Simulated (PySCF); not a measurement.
Basis-set dependence of population analyses: borazine

Species: borazine, B3H6N3.
Numbering: `[BH:1]1[NH:2][BH:3][NH:4][BH:5][NH:6]1` (hydrogens: H7 on B1; H8 on N2; H9 on B3; H10 on N4; H11 on B5; H12 on N6)

PBE0 throughout (PySCF), one geometry, spherical d and f functions. Geometry: PBE0-D3(BJ)/def2-SVP; no solvent, vibrations or thermal averaging. Atoms taken as equivalent share a column and are averaged.

Mulliken charges (e):

```
        basis  functions  B1/B3/B5  N2/N4/N6  H7/H9/H11  H8/H10/H12
       STO-3G         36    +0.295    -0.443     -0.064      +0.212
        6-31G         66    +0.507    -0.806     -0.037      +0.336
     pcSseg-0         66    +0.538    -0.925     +0.045      +0.342
       6-31G*         96    +0.286    -0.602     -0.031      +0.346
      cc-pVDZ        114    -0.127    +0.060     -0.029      +0.096
     def2-SVP        114    -0.046    -0.079     -0.022      +0.147
  aug-cc-pVDZ        192    -0.381    +0.041     +0.486      -0.146
6-311+G(2d,p)        198    +0.402    -0.663      0.000      +0.261
    def2-TZVP        222    +0.086    -0.321     +0.008      +0.227
      cc-pVTZ        264    -0.051    -0.085     -0.021      +0.156
     IGLO-III        270    +0.457    -0.584     -0.082      +0.209
```

IAO charges (e):

```tsv
basis	functions	B1/B3/B5	N2/N4/N6	H7/H9/H11	H8/H10/H12
STO-3G	36	+0.173	-0.399	-0.008	+0.234
6-31G	66	+0.172	-0.449	-0.004	+0.281
pcSseg-0	66	+0.158	-0.425	-0.007	+0.274
6-31G*	96	+0.198	-0.461	-0.012	+0.276
cc-pVDZ	114	+0.174	-0.446	-0.007	+0.279
def2-SVP	114	+0.177	-0.442	-0.011	+0.276
aug-cc-pVDZ	192	+0.180	-0.461	-0.005	+0.286
6-311+G(2d,p)	198	+0.186	-0.467	-0.006	+0.287
def2-TZVP	222	+0.189	-0.467	-0.007	+0.285
cc-pVTZ	264	+0.188	-0.466	-0.007	+0.286
IGLO-III	270	+0.188	-0.469	-0.006	+0.287
```

Q: Which scheme is steadiest as the basis changes?

A: Largest range over the bases for any column: IAO 0.07 e, Mulliken 0.99 e. IAO charges move least and Mulliken charges most, counted in e. Without the minimal STO-3G basis the ranges are IAO 0.04, Mulliken 0.99 e.

Q: How much do the charges still move between the two largest bases, cc-pVTZ and IGLO-III?

A: At most, over all atoms: Mulliken 0.508 e, IAO 0.003 e.

Q: What do the same runs give for the total energy and the frontier levels?

A: 
```json
{"basis": "STO-3G", "energy (Eh)": "-239.3390", "HOMO (eV)": "-5.89", "LUMO (eV)": "3.76"}
{"basis": "6-31G", "energy (Eh)": "-242.3029", "HOMO (eV)": "-7.89", "LUMO (eV)": "0.83"}
{"basis": "pcSseg-0", "energy (Eh)": "-241.8482", "HOMO (eV)": "-8.18", "LUMO (eV)": "0.69"}
{"basis": "6-31G*", "energy (Eh)": "-242.3553", "HOMO (eV)": "-7.85", "LUMO (eV)": "0.84"}
{"basis": "cc-pVDZ", "energy (Eh)": "-242.3816", "HOMO (eV)": "-7.98", "LUMO (eV)": "0.60"}
{"basis": "def2-SVP", "energy (Eh)": "-242.1954", "HOMO (eV)": "-8.05", "LUMO (eV)": "0.57"}
{"basis": "aug-cc-pVDZ", "energy (Eh)": "-242.3955", "HOMO (eV)": "-8.16", "LUMO (eV)": "0.00"}
{"basis": "6-311+G(2d,p)", "energy (Eh)": "-242.4375", "HOMO (eV)": "-8.17", "LUMO (eV)": "0.16"}
{"basis": "def2-TZVP", "energy (Eh)": "-242.4551", "HOMO (eV)": "-8.16", "LUMO (eV)": "0.34"}
{"basis": "cc-pVTZ", "energy (Eh)": "-242.4506", "HOMO (eV)": "-8.14", "LUMO (eV)": "0.39"}
{"basis": "IGLO-III", "energy (Eh)": "-242.4628", "HOMO (eV)": "-8.17", "LUMO (eV)": "0.25"}
```
